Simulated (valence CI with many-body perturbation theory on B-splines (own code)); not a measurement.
# E1 transitions of I46+

Calculated by configuration interaction combined with many-body perturbation theory (CI+MBPT): five valence electrons over a frozen Dirac-Fock core [He], radial functions for each j: 9 s, 9 p, 8 d, 6 f, 3 g, 1 h, with the one-electron correlation potential Σ1, the two-electron term Σ2, the three-electron term Σ3, Breit, model QED; selected CI, second order for the rest (own B-spline code, finite nucleus).

The last digits are not significant, and no measured levels were compared; by estimate large intervals hold to a few tenths of a per cent, small ones and those within an open d or f shell to about a per cent. Among the levels kept, up to 1300 cm⁻¹ of a level comes from second order outside the variational space, and about a tenth of that is noise between levels of different J, which matters for small intervals.

Lines 1 to 50 of 255 in falling wavelength, among levels below 5149.4 eV, chosen from the strongest by gf and those to the six lowest levels. Wavelengths and rates use the calculated energies. Electric multipoles are in the length gauge, E1 and E2 with the static RPA response of the core. Weak lines are less certain than strong ones. Lines between different terms over intervals too small for the method are left out, as are lines whose strength nearly cancels. The highest levels of a list are the least certain.

Levels are named by their leading jj configuration (3d3/2^4 stands for four electrons in 3d with j = 3/2), which in mixed levels can hold well under half, so a name can repeat and another be missing. Letters in brackets count levels of one name in rising energy.

| λ vac (Å) | Upper | Lower | A (s⁻¹) | S (a.u.) with core polarisation | S without |
| --- | --- | --- | --- | --- | --- |
| 206.5 | (2s^2 2p1/2 2p3/2 3p1/2) J=5/2 | (2s^2 2p1/2 2p3/2 3s) J=3/2 [b] | 2.11e+09 | 5.51e-02 | 5.51e-02 |
| 206.4 | (2s 2p1/2^2 2p3/2 3p1/2) J=3/2 [b] | (2s 2p1/2^2 2p3/2 3s) J=3/2 [b] | 2.48e+09 | 4.32e-02 | 4.32e-02 |
| 197.4 | (2s 2p1/2^2 2p3/2 3p1/2) J=3/2 [b] | (2s 2p1/2^2 2p3/2 3s) J=1/2 | 2.30e+09 | 3.49e-02 | 3.50e-02 |
| 192.9 | (2s^2 2p1/2^2 3p1/2) J=1/2 | (2s^2 2p1/2^2 3s) J=1/2 | 5.52e+09 | 3.92e-02 | 3.92e-02 |
| 192.8 | (2s^2 2p1/2 2p3/2 3p1/2) J=5/2 | (2s^2 2p1/2 2p3/2 3s) J=5/2 | 2.68e+09 | 5.68e-02 | 5.68e-02 |
| 179.1 | (2s^2 2p1/2 2p3/2 3p1/2) J=3/2 [a] | (2s^2 2p1/2 2p3/2 3s) J=3/2 [a] | 3.30e+09 | 3.74e-02 | 3.74e-02 |
| 171.8 | (2s 2p1/2^2 2p3/2 3d3/2) J=7/2 | (2s 2p1/2^2 2p3/2 3p3/2) J=7/2 | 1.79e+09 | 3.58e-02 | 3.58e-02 |
| 169.9 | (2s^2 2p3/2^2 3p1/2) J=5/2 | (2s^2 2p3/2^2 3s) J=3/2 | 2.42e+09 | 3.52e-02 | 3.52e-02 |
| 169.0 | (2s^2 2p3/2^2 3p1/2) J=1/2 | (2s^2 2p3/2^2 3s) J=1/2 | 7.79e+09 | 3.71e-02 | 3.71e-02 |
| 165.7 | (2s^2 2p3/2^2 3p1/2) J=3/2 | (2s^2 2p3/2^2 3s) J=5/2 | 6.69e+09 | 6.01e-02 | 6.01e-02 |
| 163.2 | (2s 2p1/2^2 2p3/2 3p1/2) J=5/2 | (2s 2p1/2^2 2p3/2 3s) J=5/2 | 2.33e+09 | 3.00e-02 | 3.01e-02 |
| 156.9 | (2s^2 2p3/2^2 3p1/2) J=5/2 | (2s^2 2p3/2^2 3s) J=5/2 | 3.09e+09 | 3.54e-02 | 3.54e-02 |
| 144.3 | (2s^2 2p1/2 2p3/2 3d5/2) J=3/2 [b] | (2s^2 2p1/2 2p3/2 3p3/2) J=1/2 [b] | 5.03e+09 | 2.99e-02 | 2.99e-02 |
| 141.1 | (2s 2p1/2^2 2p3/2 3d5/2) J=5/2 | (2s 2p1/2^2 2p3/2 3p3/2) J=5/2 [a] | 4.24e+09 | 3.53e-02 | 3.53e-02 |
| 140.7 | (2s^2 2p1/2 2p3/2 3p1/2) J=3/2 [b] | (2s^2 2p1/2 2p3/2 3s) J=5/2 | 9.42e+09 | 5.19e-02 | 5.19e-02 |
| 138.5 | (2s 2p1/2^2 2p3/2 3d5/2) J=9/2 | (2s 2p1/2^2 2p3/2 3p3/2) J=7/2 | 1.39e+10 | 1.82e-01 | 1.82e-01 |
| 137.0 | (2s^2 2p1/2 2p3/2 3d5/2) J=7/2 [b] | (2s^2 2p1/2 2p3/2 3p3/2) J=5/2 [b] | 5.98e+09 | 6.06e-02 | 6.06e-02 |
| 131.3 | (2s^2 2p1/2 2p3/2 3d5/2) J=9/2 | (2s^2 2p1/2 2p3/2 3p3/2) J=7/2 | 1.50e+10 | 1.68e-01 | 1.68e-01 |
| 129.1 | (2s^2 2p1/2^2 3d5/2) J=5/2 | (2s^2 2p1/2^2 3p3/2) J=3/2 | 1.57e+10 | 1.00e-01 | 1.00e-01 |
| 126.3 | (2s^2 2p1/2 2p3/2 3d5/2) J=7/2 [a] | (2s^2 2p1/2 2p3/2 3p3/2) J=5/2 [a] | 1.40e+10 | 1.11e-01 | 1.11e-01 |
| 124.9 | (2s 2p1/2^2 2p3/2 3d5/2) J=5/2 | (2s 2p1/2^2 2p3/2 3p3/2) J=3/2 [a] | 1.08e+10 | 6.26e-02 | 6.26e-02 |
| 122.3 | (2s 2p1/2^2 2p3/2 3d5/2) J=3/2 | (2s 2p1/2^2 2p3/2 3p3/2) J=3/2 [a] | 8.01e+09 | 2.89e-02 | 2.89e-02 |
| 121.2 | (2s^2 2p1/2 2p3/2 3d5/2) J=7/2 [b] | (2s 2p1/2^2 2p3/2 3s) J=5/2 | 7.38e+09 | 5.18e-02 | 5.18e-02 |
| 121.0 | (2s^2 2p1/2 2p3/2 3d5/2) J=5/2 [a] | (2s^2 2p1/2 2p3/2 3p3/2) J=3/2 [a] | 9.25e+09 | 4.85e-02 | 4.85e-02 |
| 120.4 | (2s^2 2p1/2 2p3/2 3d5/2) J=5/2 [b] | (2s^2 2p1/2 2p3/2 3p3/2) J=3/2 [b] | 9.89e+09 | 5.10e-02 | 5.10e-02 |
| 117.1 | (2s^2 2p1/2 2p3/2 3d5/2) J=3/2 [a] | (2s^2 2p1/2 2p3/2 3p3/2) J=1/2 [a] | 6.77e+09 | 2.15e-02 | 2.15e-02 |
| 101.6 | (2s^2 2p1/2 2p3/2 3d5/2) J=3/2 [b] | (2s^2 2p1/2 2p3/2 3p3/2) J=3/2 [a] | 1.03e+10 | 2.14e-02 | 2.14e-02 |
| 92.39 | (2s^2 2p3/2^3) J=3/2 | (2s 2p1/2^2 2p3/2^2) J=5/2 | 6.12e+07 | 9.53e-05 | 9.55e-05 |
| 87.64 | (2s 2p1/2^2 2p3/2 3p3/2) J=3/2 [a] | (2s 2p1/2^2 2p3/2 3s) J=3/2 [a] | 4.32e+10 | 5.74e-02 | 5.74e-02 |
| 85.52 | (2s^2 2p1/2 2p3/2 3p3/2) J=3/2 [a] | (2s^2 2p1/2 2p3/2 3s) J=3/2 [b] | 1.97e+10 | 2.43e-02 | 2.43e-02 |
| 84.37 | (2s 2p1/2^2 2p3/2 3p3/2) J=7/2 | (2s^2 2p1/2 2p3/2 3p3/2) J=5/2 [b] | 3.49e+10 | 8.29e-02 | 8.29e-02 |
| 82.58 | (2s 2p1/2^2 2p3/2 3d3/2) J=5/2 | (2s 2p1/2^2 2p3/2 3p1/2) J=5/2 | 9.00e+09 | 1.50e-02 | 1.50e-02 |
| 81.24 | (2s 2p1/2^2 2p3/2 3p3/2) J=5/2 [b] | (2s 2p1/2^2 2p3/2 3s) J=3/2 [b] | 7.77e+10 | 1.23e-01 | 1.23e-01 |
| 81.21 | (2s^2 2p1/2 2p3/2 3p3/2) J=5/2 [a] | (2s^2 2p1/2 2p3/2 3s) J=3/2 [a] | 5.32e+10 | 8.43e-02 | 8.43e-02 |
| 81.11 | (2s 2p1/2^2 2p3/2 3p3/2) J=5/2 [a] | (2s 2p1/2^2 2p3/2 3s) J=3/2 [a] | 4.67e+10 | 7.37e-02 | 7.37e-02 |
| 81.03 | (2s^2 2p1/2 2p3/2 3p3/2) J=1/2 [a] | (2s^2 2p1/2 2p3/2 3s) J=1/2 | 4.72e+10 | 2.48e-02 | 2.48e-02 |
| 80.79 | (2s^2 2p1/2 2p3/2 3d3/2) J=3/2 [b] | (2s^2 2p1/2 2p3/2 3p1/2) J=3/2 [b] | 1.96e+10 | 2.04e-02 | 2.04e-02 |
| 80.21 | (2s 2p1/2^2 2p3/2 3p1/2) J=5/2 | (2s^2 2p1/2 2p3/2 3p1/2) J=3/2 [b] | 1.47e+10 | 2.25e-02 | 2.25e-02 |
| 80.02 | (2s 2p1/2^2 2p3/2 3d3/2) J=3/2 | (2s^2 2p1/2 2p3/2 3d3/2) J=3/2 [b] | 1.85e+10 | 1.87e-02 | 1.87e-02 |
| 80.01 | (2s 2p1/2^2 2p3/2 3d3/2) J=7/2 | (2s 2p1/2^2 2p3/2 3p1/2) J=5/2 | 3.81e+10 | 7.70e-02 | 7.70e-02 |
| 79.72 | (2s^2 2p1/2 2p3/2 3p3/2) J=3/2 [b] | (2s^2 2p1/2 2p3/2 3s) J=3/2 [b] | 2.49e+10 | 2.49e-02 | 2.49e-02 |
| 79.48 | (2s^2 2p1/2 2p3/2 3p3/2) J=7/2 | (2s^2 2p1/2 2p3/2 3s) J=5/2 | 8.22e+10 | 1.63e-01 | 1.63e-01 |
| 79.22 | (2s 2p1/2^2 2p3/2 3p3/2) J=1/2 [a] | (2s 2p1/2^2 2p3/2 3s) J=3/2 [a] | 5.87e+10 | 2.88e-02 | 2.88e-02 |
| 78.44 | (2s^2 2p1/2 2p3/2 3d3/2) J=1/2 [b] | (2s^2 2p1/2 2p3/2 3p1/2) J=3/2 [b] | 4.08e+10 | 1.95e-02 | 1.95e-02 |
| 78.18 | (2s^2 2p1/2 2p3/2 3d3/2) J=3/2 [a] | (2s^2 2p1/2 2p3/2 3p1/2) J=3/2 [a] | 2.37e+10 | 2.23e-02 | 2.24e-02 |
| 78.10 | (2s 2p1/2^2 2p3/2 3p3/2) J=7/2 | (2s 2p1/2^2 2p3/2 3s) J=5/2 | 5.59e+10 | 1.05e-01 | 1.05e-01 |
| 78.02 | (2s^2 2p1/2 2p3/2 3p3/2) J=3/2 [a] | (2s^2 2p1/2 2p3/2 3s) J=1/2 | 3.31e+10 | 3.10e-02 | 3.10e-02 |
| 77.80 | (2s 2p1/2^2 2p3/2 3d3/2) J=5/2 | (2s 2p1/2^2 2p3/2 3p1/2) J=3/2 [a] | 1.02e+10 | 1.43e-02 | 1.43e-02 |
| 77.24 | (2s^2 2p1/2 2p3/2 3d3/2) J=5/2 [a] | (2s^2 2p1/2 2p3/2 3p1/2) J=3/2 [a] | 4.74e+10 | 6.47e-02 | 6.47e-02 |
| 76.65 | (2s^2 2p1/2 2p3/2 3d3/2) J=7/2 | (2s^2 2p1/2 2p3/2 3p1/2) J=5/2 | 5.72e+10 | 1.02e-01 | 1.02e-01 |
